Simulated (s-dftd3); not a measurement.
C₃H₇O₂ (SMILES COCC[O]), doublet, geometry from GFN2-xTB; D3(zero) for pbe run with s-dftd3 1.4.0.

s-dftd3 was given this input:
```
$ s-dftd3 mol.xyz --zero pbe --json dftd3.json --noedisp --grad

# file mol.xyz
12

C      1.99023248     0.40467319     0.01228498
O      1.12307932    -0.62263764    -0.39845659
C     -0.16768770    -0.23805746    -0.67488860
C     -1.05351121    -0.05487559     0.66183113
O     -2.24162257     0.37092892     0.35792977
H      2.00415331     1.22731933    -0.71077847
H      1.69374747     0.80150983     0.99152291
H      2.98130173    -0.03750718     0.09120019
H     -0.64115609    -1.04556706    -1.23494497
H     -0.23155284     0.70585661    -1.22781825
H     -1.01524996    -1.01885081     1.20686636
H     -0.45709912     0.71046824     1.21280186
```

**Question.** What does s-dftd3 print? Leave out banner, timings and long lists.

**Answer.** 
```
-----------------------------------
 s i m p l e   D F T - D 3  v1.4.0
-----------------------------------

Zero (Chai-Head-Gordon) damping: pbe-D3(0)
--------------------
  s6         1.0000
  s8         0.7220
  s9         0.0000
 rs6         1.2170
 rs8         1.0000
 alp        14.0000
--------------------

Dispersion energy:      -3.7685009773342E-03 Eh

Gradient norm:           6.9928068818583E-04 Eh/a0
--------------------------------------------------
     #    Z           dE/dx      dE/dy      dE/dz
--------------------------------------------------
     1    6 C    -7.217E-05  2.622E-05 -3.489E-05
     2    8 O     2.282E-05  3.556E-04 -2.250E-05
     3    6 C    -6.701E-05  9.857E-05  1.914E-04
     4    6 C     1.290E-04 -5.071E-05 -1.629E-04
     5    8 O     1.282E-04 -8.261E-05  1.554E-04
     6    1 H    -6.352E-05 -1.724E-04  1.791E-05
     7    1 H    -1.406E-05 -9.170E-05 -1.311E-04
     8    1 H    -2.732E-05 -7.783E-06 -2.309E-05
     9    1 H     7.255E-05 -7.427E-06  3.467E-05
    10    1 H     1.971E-04 -1.270E-04  1.208E-04
    11    1 H    -1.891E-04  1.048E-04 -6.479E-05
    12    1 H    -1.164E-04 -4.557E-05 -8.087E-05
--------------------------------------------------

Virial:
--------------------------------------------------
      component           x          y          z
--------------------------------------------------
          x      -1.152E-03  1.853E-04 -9.560E-04
          y       1.853E-04 -1.451E-03 -7.117E-06
          z      -9.560E-04 -7.117E-06 -1.295E-03
--------------------------------------------------

[Info] JSON dump of results written to 'dftd3.json'
```
